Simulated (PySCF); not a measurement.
## SMILES N#C[C@@H]1O[C@H]1CCF, C$_{5}$H$_{6}$FNO

Cartesian coordinates in Å; atom numbers follow the order of the lines, from 1:
```xyz
14

N     3.4089    0.7560    0.7930
C     2.4597    0.1578    0.5100
C     1.2746   -0.5973    0.1622
O     1.2233   -1.1403   -1.1386
C     0.3313   -0.0918   -0.8475
C    -1.1297   -0.4295   -0.7530
C    -1.8775    0.4850    0.1899
F    -1.3804    0.3530    1.4647
H     0.8880   -1.2328    0.9688
H     0.5826    0.8644   -1.3289
H    -1.5871   -0.3647   -1.7545
H    -1.2304   -1.4748   -0.4200
H    -2.9511    0.2343    0.2023
H    -1.7731    1.5419   -0.1124
```

Method: TDDFT PBE0/def2-SVPD circular dichroism and optical rotation, one conformer, gas phase (PySCF). Geometry: PBE0-D3(BJ)/def2-SVP.

The molecule is flexible and this is one conformer; a measurement averages over conformers. Singlets 8 and 9 lie within 0.01 eV of each other, so their separate moments and overlaps can depend on how they mix.

Stereocentres: C3 S, C5 S.

(1) Give the optical rotatory dispersion at 633, 589.3, 546, 436, 405, 365, 355 nm.

(2) And for the mirror image at 589.3 nm?

(3) What is the molar rotation [Φ] = [α]·M/100 of the geometry above at 589.3 nm?

Answers

(1) [α] in deg dm⁻¹ (g/mL)⁻¹:
| λ (nm) | origin-invariant length gauge | modified velocity gauge | length gauge (centre of mass) | isotropic polarisability (au) |
| --- | --- | --- | --- | --- |
| 633 | -26.0 | -20.3 | -26.8 | 67.5 |
| 589.3 | -29.4 | -22.8 | -30.4 | 67.7 |
| 546 | -33.3 | -25.6 | -34.5 | 68.0 |
| 436 | -45.2 | -32.7 | -47.2 | 69.0 |
| 405 | -48.0 | -33.3 | -50.4 | 69.5 |
| 365 | -48.5 | -29.9 | -51.6 | 70.4 |
| 355 | -47.4 | -27.6 | -50.8 | 70.6 |

(2) +29.4 deg dm⁻¹ (g/mL)⁻¹ (origin-invariant length gauge): the same size and the opposite sign.

(3) With M = 115.11 g/mol, -33.8 deg cm² dmol⁻¹ (origin-invariant length gauge).

The first excitation lies at 6.99 eV (177 nm) with R = +21.0 × 10⁻⁴⁰ esu² cm² (velocity form).
